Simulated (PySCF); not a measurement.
# `C[C@H]1[C@H](S)[C@]12C[C@H]2F`, C6H9FS

Molfile (atoms numbered from 1):
```
C6H9FS
     RDKit          3D

 17 18  0  0  0  0  0  0  0  0999 V2000
   -2.0637    0.5958    0.3333 C   0  0  0  0  0  0  0  0  0  0  0  0
   -0.7315    0.5014   -0.3677 C   0  0  1  0  0  0  0  0  0  0  0  0
    0.4750    1.2086    0.2089 C   0  0  2  0  0  0  0  0  0  0  0  0
    1.6702    2.0455   -0.8497 S   0  0  0  0  0  0  0  0  0  0  0  0
    0.3872   -0.2663    0.2456 C   0  0  2  0  0  0  0  0  0  0  0  0
    1.2686   -1.4186   -0.0760 C   0  0  0  0  0  0  0  0  0  0  0  0
    0.5577   -1.3328    1.2503 C   0  0  1  0  0  0  0  0  0  0  0  0
    1.3027   -1.0762    2.3643 F   0  0  0  0  0  0  0  0  0  0  0  0
   -2.5912    1.4959    0.0242 H   0  0  0  0  0  0  0  0  0  0  0  0
   -2.6826   -0.2656    0.0887 H   0  0  0  0  0  0  0  0  0  0  0  0
   -1.9245    0.6267    1.4112 H   0  0  0  0  0  0  0  0  0  0  0  0
   -0.8003    0.4702   -1.4506 H   0  0  0  0  0  0  0  0  0  0  0  0
    0.3662    1.7647    1.1300 H   0  0  0  0  0  0  0  0  0  0  0  0
    1.7375    1.0838   -1.7683 H   0  0  0  0  0  0  0  0  0  0  0  0
    0.9379   -2.1643   -0.7844 H   0  0  0  0  0  0  0  0  0  0  0  0
    2.3358   -1.2465   -0.0728 H   0  0  0  0  0  0  0  0  0  0  0  0
   -0.2520   -2.0102    1.4965 H   0  0  0  0  0  0  0  0  0  0  0  0
  1  2  1  0
  2  3  1  0
  3  4  1  0
  3  5  1  0
  5  6  1  6
  6  7  1  0
  7  8  1  0
  5  2  1  0
  7  5  1  0
  1  9  1  0
  1 10  1  0
  1 11  1  0
  2 12  1  6
  3 13  1  1
  4 14  1  0
  6 15  1  0
  6 16  1  0
  7 17  1  1
M  END
```

Computed with TDDFT B3LYP/def2-SVPD circular dichroism and optical rotation, one conformer, gas phase in PySCF. Geometry: GFN2-xTB.

The molecule is flexible and this is one conformer; a measurement averages over conformers. States above about 6.4 eV (minus the energy of the highest occupied orbital) lie near or above the ionisation threshold and depend on the basis.

(1) What are the CIP labels of the stereocentres?

(2) List the lowest 8 singlet excitations with oscillator and rotatory strengths.

Results:

(1) C2 R, C3 S, C5 R, C7 R.

(2) Rotatory strengths R in 10⁻⁴⁰ esu² cm², velocity form and length form (origin at the centre of mass); f in length form.
| state | E (eV) | λ (nm) | f | R (velocity) | R (length) | main |
| --- | --- | --- | --- | --- | --- | --- |
| 1 | 5.22 | 238 | 0.001 | -5.2 | -5.3 | HOMO→LUMO 0.91 |
| 2 | 5.77 | 215 | 0.032 | +1.0 | +0.9 | HOMO→LUMO+1 0.92 |
| 3 | 6.21 | 199 | 0.004 | +1.3 | +1.4 | HOMO→LUMO+2 0.79 |
| 4 | 6.34 | 196 | 0.002 | -4.5 | -4.6 | HOMO→LUMO+3 0.89 |
| 5 | 6.61 | 188 | 0.051 | +35.8 | +36.6 | HOMO→LUMO+4 0.92 |
| 6 | 6.99 | 177 | 0.009 | -40.7 | -41.1 | HOMO−1→LUMO 0.87 |
| 7 | 7.09 | 175 | 0.009 | +25.7 | +27.8 | HOMO→LUMO+5 0.85, HOMO−1→LUMO 0.08 |
| 8 | 7.34 | 169 | 0.002 | +7.7 | +7.9 | HOMO→LUMO+6 0.65, HOMO−2→LUMO 0.20 |

Among the states computed, the strongest CD band (largest |R|) is state 6. The largest dissymmetry factor in size, g = 4R/(D+G), with D and G the electric and magnetic dipole strengths, is +0.054 for state 8 (velocity form, f = 0.002), among bands with |R| over 0.5. The mirror image has the same energies and oscillator strengths and all R with the opposite sign.
